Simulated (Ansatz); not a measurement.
(F)2Al-S-SiH3 (AlSiH₃SF₂), 8 atoms. Hardware: 4 threads of Arm Neoverse N1 on a shared host.

Correlated methods freeze 17 core orbitals.

Q: How many basis functions does each of these Ansatz runs have, and roughly what does it cost? CCSD(T)/def2-TZVPP, charge 0 singlet, energy, from earlier orbitals; r2SCAN0-D4/def2-TZVP, charge 0 singlet, energy, from earlier orbitals; PBE0-D4/def2-TZVP, charge 0 triplet at the geometry of the charge 0 singlet, energy; RPA@PBE/def2-TZVP, charge 0 singlet, energy, from earlier orbitals; PBE-D4/def2-TZVP, charge 0 triplet at the geometry of the charge 0 singlet, energy, from earlier orbitals; PBE0-D4/def2-TZVPD, charge 0 singlet, energy, from earlier orbitals; B2PLYP/def2-TZVP, charge 0 singlet, energy, from earlier orbitals; r2SCAN-D4/def2-TZVP, charge 1 doublet at the geometry of the charge 0 singlet, energy, from earlier orbitals; PBE0-D4/def2-SVP, charge -1 doublet at the geometry of the charge 0 singlet, energy with a search over starts; HF/def2-TZVP, charge 0 singlet, energy, from earlier orbitals; HF/6-31G, charge 0 singlet, energy; PBE0-D4/def2-SVP, charge 1 doublet at the geometry of the charge 0 singlet, energy with a search over starts.

A: Other jobs shared the machine, so times can vary by a factor of up to 3. A dash marks memory too small to be measured apart from the calling script's.

| run | functions | fitting or Cholesky vectors | wall time | peak host memory (GiB) |
| --- | --- | --- | --- | --- |
| HF/6-31G, charge 0 singlet, energy | 63 | 670 | 0.4 s | – |
| HF/def2-TZVP, charge 0 singlet, energy, from earlier orbitals | 191 | 1473 | 2.1 s | – |
| PBE0-D4/def2-SVP, charge 1 doublet at the geometry of the charge 0 singlet, energy with a search over starts | 97 | 891 | 3.6 s | – |
| PBE-D4/def2-TZVP, charge 0 triplet at the geometry of the charge 0 singlet, energy, from earlier orbitals | 191 | 1216 | 5 s | – |
| PBE0-D4/def2-SVP, charge -1 doublet at the geometry of the charge 0 singlet, energy with a search over starts | 97 | 891 | 5 s | – |
| RPA@PBE/def2-TZVP, charge 0 singlet, energy, from earlier orbitals | 191 | 1231 | 5.5 s | – |
| PBE0-D4/def2-TZVPD, charge 0 singlet, energy, from earlier orbitals | 239 | 1452 | 6 s | 0.7 |
| B2PLYP/def2-TZVP, charge 0 singlet, energy, from earlier orbitals | 191 | 1231 | 6.5 s | – |
| r2SCAN0-D4/def2-TZVP, charge 0 singlet, energy, from earlier orbitals | 191 | 1262 | 6.5 s | – |
| PBE0-D4/def2-TZVP, charge 0 triplet at the geometry of the charge 0 singlet, energy | 191 | 1262 | 11 s | 0.65 |
| r2SCAN-D4/def2-TZVP, charge 1 doublet at the geometry of the charge 0 singlet, energy, from earlier orbitals | 191 | 1216 | 11 s | – |
| CCSD(T)/def2-TZVPP, charge 0 singlet, energy, from earlier orbitals | 230 | 1381 | 5.8 min | 1.8 |
